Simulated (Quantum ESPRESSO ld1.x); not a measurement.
Values are calculated unless marked as measured or tabulated.
Si III, configuration [Ne] 3s1 3d1 (not the ground configuration). Code: ld1.x of Quantum ESPRESSO 7.5. Model: Dirac Kohn-Sham, exchange-only LDA, spin-unpolarised, spherical densities, point nucleus; open shells fill j = l - 1/2 first.

Spin-orbit splittings of the eigenvalues, e(l+1/2) - e(l-1/2), with zeta = 2 splitting/(2l+1) and mean radii in bohr:

| shell | occ. | splitting (eV) | zeta (eV) | <r> j=l-1/2 | <r> j=l+1/2 |
|---|---|---|---|---|---|
| 2p | 6 | ? | ? | 0.5345 | 0.5367 |
| 3p | 0 | 0.05639 | 0.03759 | 2.189 | 2.194 |
| 3d | 1 | 0.001693 | 0.0006772 | 2.931 | 2.931 |

Estimate the 2p splitting.

Answer. 0.6515 eV (zeta = 0.4344 eV).
